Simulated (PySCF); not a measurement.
## SMILES O1C(CC(=O)O)=COC=C1, C6H6O4

Molfile (atoms numbered from 1):
```
C6H6O4
     RDKit          3D

 16 16  0  0  0  0  0  0  0  0999 V2000
    1.8432   -0.0890    1.5316 O   0  0  0  0  0  0  0  0  0  0  0  0
    2.0885    0.2779    0.4175 C   0  0  0  0  0  0  0  0  0  0  0  0
    3.1531    1.0264    0.1140 O   0  0  0  0  0  0  0  0  0  0  0  0
    1.2729   -0.0484   -0.8219 C   0  0  0  0  0  0  0  0  0  0  0  0
   -0.1748   -0.2082   -0.4823 C   0  0  0  0  0  0  0  0  0  0  0  0
   -0.7562   -1.3558   -0.1664 C   0  0  0  0  0  0  0  0  0  0  0  0
   -2.0863   -1.4830    0.1981 O   0  0  0  0  0  0  0  0  0  0  0  0
   -2.6799   -0.2522    0.4160 C   0  0  0  0  0  0  0  0  0  0  0  0
   -2.1101    0.8997    0.1109 C   0  0  0  0  0  0  0  0  0  0  0  0
   -0.8573    1.0091   -0.4711 O   0  0  0  0  0  0  0  0  0  0  0  0
    3.6743    1.2197    0.9098 H   0  0  0  0  0  0  0  0  0  0  0  0
    1.6686   -0.9736   -1.2434 H   0  0  0  0  0  0  0  0  0  0  0  0
    1.4014    0.7607   -1.5414 H   0  0  0  0  0  0  0  0  0  0  0  0
   -0.2356   -2.2968   -0.1510 H   0  0  0  0  0  0  0  0  0  0  0  0
   -3.6493   -0.3366    0.8735 H   0  0  0  0  0  0  0  0  0  0  0  0
   -2.5602    1.8590    0.2945 H   0  0  0  0  0  0  0  0  0  0  0  0
  1  2  2  0
  2  3  1  0
  2  4  1  0
  4  5  1  0
  5  6  2  0
  6  7  1  0
  7  8  1  0
  8  9  2  0
  9 10  1  0
 10  5  1  0
  3 11  1  0
  4 12  1  0
  4 13  1  0
  6 14  1  0
  8 15  1  0
  9 16  1  0
M  END
```

Theory: PySCF, GIAO PW91/6-31G magnetisability, rotational g tensor and spin-rotation constants, non-relativistic, gas phase. Geometry: GFN2-xTB.

(1) Give the nuclear spin-rotation constants along the inertial axes (H = +C I·J) beside the isotropic shieldings.

Answers

(1) Rotational constants 3.2269, 0.8045, 0.7537 GHz. A star marks the isotopologue with that one atom substituted, in its own axes.
```
atom  isotope  Caa (kHz)  Cbb (kHz)  Ccc (kHz)  mean (kHz)  σ (ppm)
 H11       1H     -0.134     -0.117     -0.008      -0.086     27.3
 H12       1H     -0.358     -0.030     -0.044      -0.144     30.2
 H13       1H     -0.352     -0.007     -0.059      -0.140     30.0
 H14       1H     -0.303      0.050     -0.088      -0.114     27.2
 H15       1H      0.151     -0.093     -0.060      -0.001     27.3
 H16       1H     -0.341      0.038     -0.068      -0.124     27.3
  O1     17O*     -1.498     -0.185     -0.351      -0.678    -76.6
  C2     13C*      1.486      0.214      0.221       0.640     36.6
  O3     17O*     -0.513     -0.158     -0.238      -0.303    120.9
  C4     13C*      0.456      0.135      0.122       0.238    158.4
  C5     13C*      1.161      0.246      0.173       0.527     65.5
  C6     13C*      1.003      0.269      0.165       0.479     72.0
  O7     17O*     -0.608     -0.153     -0.048      -0.270    215.0
  C8     13C*      1.113      0.214      0.185       0.504     73.3
  C9     13C*      0.896      0.267      0.187       0.450     72.7
 O10     17O*     -0.540     -0.163     -0.060      -0.254    212.9
```
For the geometry as given, no vibrational averaging.
